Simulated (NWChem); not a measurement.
C₄H₇N; SMILES C=C=CCN

```xyz
12

C     -0.4882    -2.1696     0.0000
C      0.2621    -1.0962     0.0000
C      0.9980    -0.0118     0.0000
C      0.4434     1.3976     0.0000
N     -0.9899     1.5450     0.0000
H     -0.8099    -2.6415    -0.9353
H     -0.8099    -2.6415     0.9353
H      2.0916    -0.1194     0.0000
H      0.8590     1.9303     0.8747
H      0.8590     1.9303    -0.8747
H     -1.3863     1.0718     0.8107
H     -1.3863     1.0718    -0.8107
```
Atoms are numbered in this order, from 1.

Program: NWChem. Coordinates come from a PBE0/def2-SVP optimisation. Level: PBE0/def2-SVP with SMD (1 M gas to 1 M solution), gas-phase geometry.

For solvent toluene:

```
Property                                     Value
-------------------------------------------  -----
cavity-dispersion-structure term (kcal/mol)   -0.6
```

Task: Estimate the same quantities for solvent water.

Result: 
| Property | Result |
|---|---|
| cavity-dispersion-structure term (kcal/mol) | 2.4 |
